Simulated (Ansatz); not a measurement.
Complex (SMILES): F (HF) with FCl (F-Cl), atoms 1 to 2 the first; geometry from B3LYP-D3(BJ)/def2-TZVP, monomers rigid:
```xyz
4

F      0.3477     0.0277    -0.4961
H     -0.5669     0.0474    -0.3400
F     -2.4822     0.0933    -0.3591
Cl    -3.1336     0.1260    -1.8747
```

Interaction energy at MP2 with Ansatz (an electronic-structure program), kcal/mol, without and with the counterpoise correction (monomers among the partner's ghost functions). Cartesian d functions, on some or all atoms, in 6-311G**; all else is spherical. Cores are frozen. No added dispersion term, no relativity. Reference, counterpoise-corrected: Hartree-Fock in aug-cc-pV(Q+d)Z plus the correlation part extrapolated as X^-3 from aug-cc-pV(T+d)Z and aug-cc-pV(Q+d)Z, -2.23.

```tsv
basis	functions	uncorrected
3-21G	33	-6.78
6-311G**	69	-3.84
aug-cc-pV(D+d)Z	87	-2.57
cc-pV(T+d)Z	113	-2.97
def2-TZVPP	118	-2.53
jun-cc-pV(T+d)Z	140	-2.42
def2-QZVP	214	-2.39
def2-QZVPPD	244	-2.33
```

**Question.** How large is the counterpoise correction in each set?

**Answer.** 3-21G 5.13, 6-311G** 1.95, aug-cc-pV(D+d)Z 0.70, cc-pV(T+d)Z 1.14, def2-TZVPP 0.68, jun-cc-pV(T+d)Z 0.47, def2-QZVP 0.32, def2-QZVPPD 0.24 kcal/mol. The corrected value lies nearer the reference in 4 of 8 rows.
